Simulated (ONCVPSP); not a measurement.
krypton (Kr), ONCV: configuration errors across variants

- Element: Kr (Z = 36)
- Generator: ONCVPSP 4.0.1
- Type: optimised norm-conserving Vanderbilt (ONCV)
- Functional: PBE
- Relativity: scalar-relativistic
- Frozen core: [Ne]
- Valence charge: 26
- Reference configuration: 3s2 3p6 3d10 4s2 4p5 (charge +1)
- Partial waves: 3s+4s: rc 0.95 bohr, ncon 3, nbas 6, qcut 16 1/bohr, 2 projectors; 3p+4p: rc 0.95 bohr, ncon 3, nbas 7, qcut 16.9 1/bohr, 2 projectors; 3d: rc 1.00 bohr, ncon 4, nbas 8, qcut 17.3 1/bohr, 1 projector
- Local potential: polynomial inside 0.70 bohr (lpopt 5, dvloc0 2 Ha)
- Core correction: none

All-electron excitation energies from the reference (eV): (1) 3s2 3p6 3d10 4s2 4p6 -14.289; (2) 3s2 3p6 3d10 4s2 4p4 25.175; (3) 3s2 3p6 3d10 4s2 4p3 62.250; (4) 3s2 3p6 3d10 4s2 4p5.5 -8.433.

Errors AE − PS in meV (a dash: test not solved or not reliable):

```tsv
change	(1)	(2)	(3)	(4)	bound ghosts	GHOST(+) flags above zero
base	+1.5	-3.2	-8.6	+1.0	none	none
p: rc 0.66; local potential polynomial inside 0.66 bohr (lpopt 5, dvloc0 2 Ha)	+1.2	-2.7	-7.3	+0.8	none	none
p: rc 0.76	+0.8	-2.2	-6.2	+0.5	none	none
p: rc 0.8	+1.0	-2.3	-6.6	+0.6	none	none
p: rc 0.9	+1.3	-2.9	-7.9	+0.8	none	none
p: rc 1	+1.7	-3.5	-9.1	+1.1	none	none
p: rc 1.04	+1.9	-3.6	-9.6	+1.1	none	none
p: rc 1.14	+1.9	-3.8	-11	+1.1	none	none
p: rc 1.22	+2.6	-4.5	-11	+1.5	none	none
p: rc 1.32	+2.7	-4.7	-11	+1.5	none	none
```

Give the same row for: p: rc 1.4.

+2.9, -4.5, -11, +1.7; bound ghosts: none; GHOST(+) flags above zero: none.
